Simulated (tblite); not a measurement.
C7H10O (charge +1 and doublet state).
Geometry (GFN2-xTB, Å), atoms numbered from 1 in this order:
```xyz
18
C7H10O angstrom
C      2.1507   -1.0273   -0.5223
C      1.6531    0.2153   -0.5010
C      0.2335    0.5466   -0.1943
C      0.0289    2.0110    0.1850
C     -0.4137   -0.3551    0.8087
C     -1.4858   -1.1254    0.6309
C     -2.1790   -1.2396   -0.6484
O     -3.1153   -1.8988   -0.9435
H      3.1963   -1.2049   -0.7117
H      1.5418   -1.9000   -0.3442
H      2.2893    1.0592   -0.7328
H     -0.3152    0.3834   -1.1587
H     -1.0182    2.2220    0.3870
H      0.3715    2.6626   -0.6162
H      0.6058    2.2542    1.0763
H      0.0468   -0.3262    1.7908
H     -1.9159   -1.7117    1.4332
H     -1.6835   -0.5589   -1.4104
```

Level: GFN2-xTB in tblite, geometry and Hessian alike; calculated harmonic values, unscaled, isolated species. This tight-binding method is rough: wavenumbers can miss measured ones by several per cent, in bad cases by 10 to 20. One conformer, not necessarily the lowest. Open shells enter through the occupations alone, without spin polarisation, and single modes of such species can be off by tens of per cent.

Harmonic wavenumbers (cm⁻¹): 33.0, 77.7, 151.5, 161.3, 192.1, 206.8, 256.5, 354.6, 391.3, 448.4, 497.8, 559.9, 634.7, 771.3, 832.0, 868.0, 870.9, 882.3, 924.1, 940.6, 975.2, 998.5, 1040.3, 1072.2, 1114.6, 1144.2, 1177.0, 1206.5, 1237.4, 1258.2, 1275.1, 1369.6, 1392.7, 1441.0, 1451.4, 1576.4, 1612.4, 1825.8, 2403.5, 2610.7, 3020.6, 3025.1, 3042.2, 3054.5, 3058.5, 3069.4, 3096.9, 3132.9.

A = 3149, B = 1161, C = 983.6 MHz; mass 110.073 u (most abundant isotopes); point group C1, symmetry number 1; spin multiplicity 2.

**Question.** Zero-point energy?

**Answer.** ½Σν̃ = 31369 cm⁻¹ = 89.69 kcal/mol.

**Question.** Entropy at 500 K, 1 bar (ideal gas, RRHO, classical rotation)?

**Answer.** Translation 42.60, rotation 30.42, vibration 46.04, spin (R ln 2) 1.38: S = 120.4 cal/(mol K).

**Question.** And Cp and H(500 K) − H(0)?

**Answer.** Cp = 53.67 cal/(mol K), of which vibrations give 45.73 (their classical limit is 48 R = 95.4); H(500 K) − H(0) = 15.74 kcal/mol without the zero-point energy, 11.76 from vibrations.

**Question.** Which modes carry the vibrational entropy at 500 K?

**Answer.** 33.0 cm⁻¹: 6.67; 77.7 cm⁻¹: 4.97; 151.5 cm⁻¹: 3.65; 161.3 cm⁻¹: 3.53; 192.1 cm⁻¹: 3.19; 206.8 cm⁻¹: 3.05 cal/(mol K); the other 42 give 20.99 together.

**Question.** What must be added to the electronic energy to get the Gibbs energy at 500 K and 1 bar?

**Answer.** ZPE + [H(500 K) − H(0)] − T·S = 89.69 + 15.74 − 60.22 = 45.21 kcal/mol.

**Question.** Blend soft modes into free rotors: weight 1/[1 + (100 cm⁻¹/ν̃)⁴] for the oscillator and the rest for a rotor with moment μB/(μ + B), μ = h/(8π²ν), B = 10⁻⁴⁴ kg m². What vibrational entropy results?

**Answer.** 42.64 cal/(mol K) in place of 46.04, which changes −T·S at 500 K by +1.70 kcal/mol.

**Question.** How do the functions run with temperature in this model?

**Answer.** 
```csv
T (K),S (cal/(mol K)),Cp (cal/(mol K)),H − H(0) (kcal/mol),G − H(0) (kcal/mol),ln q(vib)
150,77.9,22.5,2.28,-9.41,2.95
250,91.5,31.5,4.97,-17.90,5.37
298.15,97.4,36.1,6.59,-22.45,6.52
400,109.4,45.6,10.76,-32.99,8.95
600,130.8,60.3,21.45,-57.05,13.68
900,158.2,74.5,41.85,-100.54,20.43
```

q(vib) and H(0) count from the zero-point level.

Hindered rotation and anharmonicity are outside this model. Other conformers, if any are populated, would add a mixing term that is left out. The structure is chiral; the term R ln 2 for an equal mix with its mirror image is left out.

On one thread of an Arm Neoverse V2, shared host with 96 logical CPUs at a one-minute load of 73, this took 0.51 s of wall time. The figure is for the frequency step alone.
